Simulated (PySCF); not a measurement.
**How methods differ on the ionisation energy of Kr⁺**

Kr⁺ [Ar] 3d10 4s2 4p5 (2P) → Kr²⁺ [Ar] 3d10 4s2 4p4 (3P), as a difference of total energies. All numbers are calculated (PySCF 2.14, the spin-free X2C one-electron Hamiltonian (Gaussian nucleus), in x2c-QZVPPall). Correlated levels: valence: [Ar] 3d10 frozen. The calculations carry no spin-orbit coupling.

Order these methods by the ionisation energy they give, lowest first.
A. CCSD(T) (valence)
B. MP2 (valence)
C. CCSD (valence)
D. UHF

D (23.227 eV), B (24.184 eV), C (24.208 eV), A (24.246 eV).

A first-order spin-orbit estimate (lowest level to lowest level, LS coupling) adds -0.023 eV.

Errors of the correlated levels include the incompleteness of this basis and the frozen core.

For comparison: 24.360 eV (measured; NIST Atomic Spectra Database, ionization energies).
